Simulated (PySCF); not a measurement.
## How methods differ on the ionisation energy of Te

Te [Kr] 4d10 5s2 5p4 (3P) → Te⁺ [Kr] 4d10 5s2 5p3 (4S), as a difference of total energies. Calculation: PySCF 2.14, in aug-cc-pwCVTZ-DK3; scalar relativity by spin-free X2C-1e. Correlated levels: valence and next inner shell: [Ar] 3d10 frozen. The calculations carry no spin-orbit coupling.

| method | ionisation energy (eV) |
| --- | --- |
| UHF | 7.735 |
| MP2 (valence and next inner shell) | 8.472 |
| SCS-MP2 (valence and next inner shell) | 8.498 |
| CCSD (valence and next inner shell) | 8.567 |
| CCSD(T) (valence and next inner shell) | 8.613 |

Errors of the correlated levels include the incompleteness of this basis and the frozen core.

Task: Which method comes closest to the reference value, and which is furthest?

Result: The reference is 8.749 eV (measured; NIST levels, between the centres of gravity of the two terms). Closest: CCSD(T) (valence and next inner shell) (error -0.136 eV); furthest: UHF (error -1.014 eV).
